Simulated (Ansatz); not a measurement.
Start from `NC[TeH]` and change one atom or group to get `N[CH2][ZnH]`.

Ansatz, PBE0-D4/def2-TZVP geometries, multiplicity 1. Each molecule was computed in one conformer, which needn't be the lowest.

Elements past krypton have def2 core potentials. Scalar relativity is left out up to krypton.

```
                                          property  `NC[TeH]`
               LUMO energy (B3LYP/def2-TZVPP) / eV      -0.81
                LUMO energy (PBE0/def2-TZVPP) / eV      -0.56
             LUMO energy (ωB97M-V/def2-TZVPP) / eV       1.23
size of the dipole moment (ωB97M-V/def2-TZVPP) / D       2.24
  size of the dipole moment (B3LYP/def2-TZVPP) / D       2.25
           HOMO–LUMO gap (ωB97M-V/def2-TZVPP) / eV       9.36
```

Give the same properties after the change, and the shifts. (Estimate.)

Ansatz gave: 
```csv
property,`N[CH2][ZnH]`,shift
LUMO energy (B3LYP/def2-TZVPP) / eV,-0.73,0.08
LUMO energy (PBE0/def2-TZVPP) / eV,-0.44,0.12
LUMO energy (ωB97M-V/def2-TZVPP) / eV,0.89,-0.34
size of the dipole moment (ωB97M-V/def2-TZVPP) / D,1.49,-0.75
size of the dipole moment (B3LYP/def2-TZVPP) / D,1.51,-0.74
HOMO–LUMO gap (ωB97M-V/def2-TZVPP) / eV,9.57,0.21
```

With PBE0 the HOMO falls by 0.36 eV and the LUMO rises by 0.12 eV, so the gap widens by about 0.48 eV. PBE moves the HOMO by -0.07 eV and ωB97M-V by -0.55 eV. Dipoles are sizes alone; their direction can turn.

B3LYP here is the variant with VWN-RPA as its local correlation; programs differ in this.

Spin–orbit coupling is left out; it splits and shifts lone-pair levels of the heavy atoms by tenths of an eV.
